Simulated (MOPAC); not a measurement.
MOPAC input (AM1):

```
AM1 PRECISE GNORM=0.05 LET XYZ CHARGE=-1 UHF MS=0.5 GEO-OK AUX(PRECISION=9) THREADS=1
FNbO2

Nb   -0.09996000 1    0.06261600 1    0.10353400 1
O    -1.17546000 1   -1.25676000 1   -0.34728800 1
O    -0.21364100 1    1.40606300 1   -1.02912900 1
F     1.69012900 1   -0.41796700 1    0.75182900 1
```

From its output:

```
          Parameters for some elements are missing

           Empirical Formula: O2 Nb F  =     4 atoms

 ******************************************************************************
 *                                                                            *
 *     Error and normal termination messages reported in this calculation     *
 *                                                                            *
 * Parameters for some elements are missing                                   *
 * JOB ENDED NORMALLY                                                         *
 *                                                                            *
 ******************************************************************************

 == MOPAC DONE ==
```

The input was rejected before any calculation.

The geometry given is a B3LYP-D3(BJ)/def2-TZVP minimum.
